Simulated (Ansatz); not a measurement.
Relaxation of BFH₆N₂ (10 atoms, charge 0, multiplicity 1), to a largest force component of 0.03 eV/Å in at most 50 steps.

These are results of Ansatz, RKS PBE0/6-31G*, not measurements.

```xyz
10
Properties=species:S:1:pos:R:3
B 0.048 0.417 -0.520
N 0.003 0.092 2.212
H -0.822 -0.260 2.696
H 0.704 0.276 2.926
N 1.304 0.104 -1.048
H 1.509 -0.810 -1.424
H 2.116 0.675 -0.884
F -0.982 -0.422 -0.705
H -0.157 1.471 0.005
H -0.261 1.011 1.816
```

**Question.** Where does it end, and by what steps?

**Answer.** The forces met the threshold. The force dipped under the threshold on the way, but the program's further checks kept it going. After 27 steps the energy has fallen by 0.143 eV; H10 moved furthest, 1.10 Å.

| step | energy less start (eV) | largest force component (eV/Å) | accepted |
| --- | --- | --- | --- |
| 0 | 0.0000 | 0.754 | yes |
| 1 | -0.0680 | 0.365 | yes |
| 2 | 0.0054 | 1.091 | no |
| 3 | -0.0798 | 0.300 | yes |
| 4 | -0.0905 | 0.187 | yes |
| 5 | -0.0994 | 0.303 | yes |
| 6 | -0.1045 | 0.303 | yes |
| 7 | -0.1076 | 0.674 | yes |
| 8 | -0.1097 | 0.759 | yes |
| 9 | -0.1315 | 0.189 | yes |
| 10 | -0.1333 | 0.186 | yes |
| 11 | -0.1317 | 0.099 | no |
| 12 | -0.1371 | 0.111 | yes |
| 13 | -0.1374 | 0.053 | yes |
| 14 | -0.1388 | 0.016 | yes |
| 15 | -0.1387 | 0.162 | no |
| 16 | -0.1396 | 0.024 | yes |
| 17 | -0.1395 | 0.239 | no |
| 18 | -0.1403 | 0.045 | yes |
| 19 | -0.1403 | 0.145 | no |
| 20 | -0.1408 | 0.024 | yes |
| 21 | -0.1412 | 0.039 | yes |
| 22 | -0.1416 | 0.106 | yes |
| 23 | -0.1420 | 0.141 | yes |
| 24 | -0.1425 | 0.075 | yes |
| 25 | -0.1425 | 0.066 | no |
| 26 | -0.1427 | 0.033 | yes |
| 27 | -0.1429 | 0.009 | yes |

```xyz
10
Properties=species:S:1:pos:R:3
B 0.104 0.452 -0.664
N 0.058 0.411 2.452
H -0.569 -0.166 1.900
H 0.394 -0.171 3.215
N 1.329 0.026 -1.173
H 1.598 -0.946 -1.210
H 2.061 0.672 -1.418
F -0.816 -0.469 -0.312
H -0.180 1.612 -0.591
H -0.517 1.134 2.875
```

Whether the end is a true minimum wasn't checked by a vibrational analysis.

Run time: 71 s on 1 thread of Arm Neoverse V1 (shared host), peak memory 0.14 GiB.
